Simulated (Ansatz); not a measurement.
A search over several starts for the lowest SCF solution of the cluster Pb3⁺ at the given spin, in a small basis.

```yaml
crystal:
  periodic: [false, false, false]
  atoms:
    - {symbol: Pb, position_ang: [-1.395702, 1.166282, 0.024140]}
    - {symbol: Pb, position_ang: [-0.295883, -1.767176, -0.317797]}
    - {symbol: Pb, position_ang: [1.691585, 0.600885, 0.293655]}
basis:
  gaussian: {orbitals: def2-SVP, initial_orbitals: start.molden}
total_charge: 1
magnetization: {spin_polarized: true, initial_magnetization: 3}
hamiltonian: {xc: pbe0, dispersion: d4}
output: {orbitals: {seedname: orbitals}}
```

The file start.molden holds the orbitals of an earlier run on this structure, at another level or in another basis.

```sh
$ ansatz run in.yaml --threads 4 --pin off --events-out ev --progress --plain --max-ram 3916MiB
```

Output, abridged:

```
Functional definition: PBE0
1041 factors; integrals over basis functions are off by at most 2.8e-4 eV
mean field evaluation 1: about -15739.8191 eV, gradient 1.1e-1 eV
mean field evaluation 2: about -15739.8442 eV, gradient 1.3e-4 eV
mean field evaluation 4: about -15739.8442 eV, gradient 2.7e-5 eV
mean field evaluation 8: about -15739.8442 eV, gradient 7.7e-6 eV
mean field evaluation 16: about -15739.8442 eV, gradient 3.8e-2 eV
mean field evaluation 32: about -15739.3780 eV, gradient 5.1e-4 eV
mean field -15739.84424093 eV, -578.4286070044 hartree, gradient 7.7e-6 eV, S^2 3.752682; 7 other end points of the search recorded, 0 dependent functions left out
reference -15739.84426618 eV, -578.4286079325 hartree; 34, 31 occupied and 44, 47 virtual orbitals, 1041 factors
Total energy: -15739.95476145 eV, -578.4326685589 hartree
```

Hardware: 4 threads of Arm Neoverse V1 on a shared host. Wall time 4.5 s.

Other converged states that the search met: 0.47 eV higher (⟨S²⟩ = 3.76).

In the def2 sets Pb takes a core potential; there is no spin–orbit coupling. The structure comes from a short search, and lower isomers may exist.
